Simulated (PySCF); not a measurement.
Compound: C₃H₈BNO.
Bonds: C1–O2, O2–C3, O2–B4, B4–C5, C5–N6 (triple). Hydrogens: H7, H8, H9 on C1; H10, H11, H12 on C3; H13, H14 on B4.

The calculation used PySCF, PBE0-D3(BJ)/def2-SVP geometry optimisation, gas phase.

Some entries are withheld. Bonds in one row agree within 0.01 Å.

```tsv
coordinate	value
C1–O2, O2–C3	1.427 Å
O2–B4	?
B4–C5	?
C5≡N6	?
C1–H7 and 5 like bonds	1.098 Å
B4–H13, B4–H14	1.217 Å
C1–O2–C3	?
C1–O2–B4	?
C3–O2–B4	?
O2–B4–C5	?
B4–C5–N6	178.1°
```

Task: Estimate the withheld lengths and angles.

Result: 
- O2–B4 = 1.618 Å, drawn single (ends: oxygen bonded to B and 2 C; four-coordinate boron); 0.12 Å above the sum of covalent radii, 1.50 Å.
- B4–C5 = 1.570 Å, drawn single (four-coordinate boron to cyano carbon); 0.04 Å above the sum of covalent radii, 1.53 Å.
- C5≡N6 = 1.161 Å, drawn triple (cyano carbon to cyano nitrogen); 0.24 Å below the sum of covalent radii, 1.40 Å.
- C1–O2–C3 = 113.9°, at the oxygen bonded to B and 2 C; the outer atoms are 2.393 Å apart.
- C1–O2–B4 = 113.7°, at the oxygen bonded to B and 2 C; the outer atoms are 2.549 Å apart.
- C3–O2–B4 = 115.9°, at the oxygen bonded to B and 2 C; the outer atoms are 2.584 Å apart.
- O2–B4–C5 = 105.1°, at the four-coordinate boron; the outer atoms are 2.530 Å apart.

Radii are Cordero's, carbon taken as 0.76, 0.73 or 0.69 Å for four, three, and two or fewer neighbours.

Whether it is a minimum is left open (no frequencies). One conformer, not necessarily the lowest (C1–O2–B4–C5 169°).
